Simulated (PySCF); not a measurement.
C2H5BBrN, SMILES C(=C)B(N)Br. The structure is a stationary point at PBE0-D3(BJ)/def2-SVP. The structure was generated by enumeration, and PubChem lists no compound with its InChIKey, so it may never have been made. Other conformers were not sampled.

Computed equilibrium geometry at PBE0-D3(BJ)/def2-SVP (PySCF confirms it by a frequency run) as a Z-matrix (one conformer of several):
```
B
N 1 1.3903
H 2 1.0111 1 123.21
H 2 1.0119 3 114.78 1 -178.31
C 1 1.5585 2 123.52 3 177.14
C 5 1.3398 1 123.30 2 -30.30
H 6 1.0951 5 122.41 1 -178.04
H 6 1.0964 7 115.81 5 -178.75
H 5 1.0965 6 118.03 7 -1.20
Br 1 1.9449 2 117.81 3 -2.14
```
Charge 0, spin multiplicity 1.
